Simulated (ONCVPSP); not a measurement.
What one change does to a pseudopotential (Mo, ONCV)

```json
{
 "Element": "Mo",
 "Generator": "ONCVPSP 4.0.1",
 "Type": "optimised norm-conserving Vanderbilt (ONCV)",
 "Functional": "Wu-Cohen",
 "Relativity": "fully relativistic",
 "Frozen core": "[Kr]",
 "Valence charge": "6",
 "Reference configuration": "4d5 5s0.5 (charge +0.5)",
 "Partial waves": "5s: rc 2.85 bohr, ncon 5, nbas 10, qcut 2.4 1/bohr, 1 projector; p scattering state at 0.29 Ha: rc 2.45 bohr, ncon 4, nbas 8, qcut 3.7 1/bohr, 1 projector; 4d: rc 2.25 bohr, ncon 3, nbas 7, qcut 6 1/bohr, 2 projectors, debl 2.7 Ha",
 "Local potential": "polynomial inside 1.75 bohr (lpopt 3, dvloc0 3 Ha)",
 "Core correction": "none"
}
```

Open shells are filled in proportion to 2j + 1.

All-electron outer shells of the reference configuration (Wu-Cohen, scalar-relativistic, ld1.x):

| shell | level (eV) | outermost node (bohr) | outermost maximum (bohr) |
| --- | --- | --- | --- |
| 4p | -41.70 | 0.52 | 1.06 |
| 4d | -6.95 | 0.53 | 1.38 |
| 5s | -6.87 | 1.34 | 2.86 |

Change: s: qcut 1.9; p: qcut 2.9; d: qcut 4.7.

Cutoffs: the cutoffs (Ha) at which the residual kinetic energy of the hardest occupied pseudo-wave falls to 1 and 0.1 mHa per electron; they do not see the model core or the augmentation charge, which bear on the density cutoff. Errors are all-electron minus pseudo energies relative to the spin-unpolarised reference configuration.

Question: How do hardness, ghosts and transferability respond?

Answer: The potential gets neither clearly harder nor softer (14 Ha and 16 Ha → 12 Ha and 38 Ha); the d channel sets the loose cutoff, while the largest relative change is in s, which becomes harder; the lowest positive-energy flag moves from none to s at 9.3 eV; of the 4 tests that both files solve, the error grows in 3 and shrinks in 1 by more than 15 % and 0.3 meV (median size 2.7 → 4.3 meV); neither file shows a bound ghost.

```csv
quantity,base,changed
"cutoff, loose",14 Ha,12 Ha
"cutoff, tight",16 Ha,38 Ha
loose cutoff by channel,"s 2.7 Ha, d 14 Ha","s 5.6 Ha, d 12 Ha"
bound ghosts,none,none
GHOST(+) flags under 300 eV,none,s at 9.3 eV
"error for 4d5 5s1, meV [ΔE -2.74 eV]",-2.2,-0.5
"error for 4d5 5s0, meV [ΔE 4.15 eV]",+0.2,+2.5
"error for 4d4 5s0, meV [ΔE 19.60 eV]",+3.1,+6.2
"error for 4d3 5s0, meV [ΔE 46.33 eV]",-24,+49
s: phases at 2.89 bohr within 0.05 rad from the reference energy up to (Ha; the scan ends near 5),0.2,0.2
p3/2: phases at 2.49 bohr within 0.05 rad from the reference energy up to (Ha; the scan ends near 5),0.6,0.6
p1/2: phases at 2.49 bohr within 0.05 rad from the reference energy up to (Ha; the scan ends near 5),n/a,n/a
d5/2: phases at 2.28 bohr within 0.05 rad from the reference energy up to (Ha; the scan ends near 5),to the end of the scan,to the end of the scan
d3/2: phases at 2.28 bohr within 0.05 rad from the reference energy up to (Ha; the scan ends near 5),to the end of the scan,to the end of the scan
```

Changed file: The cutoffs count occupied waves only; projector 2 of the d channel, the hardest unoccupied one, needs 45 Ha at the loose tolerance.
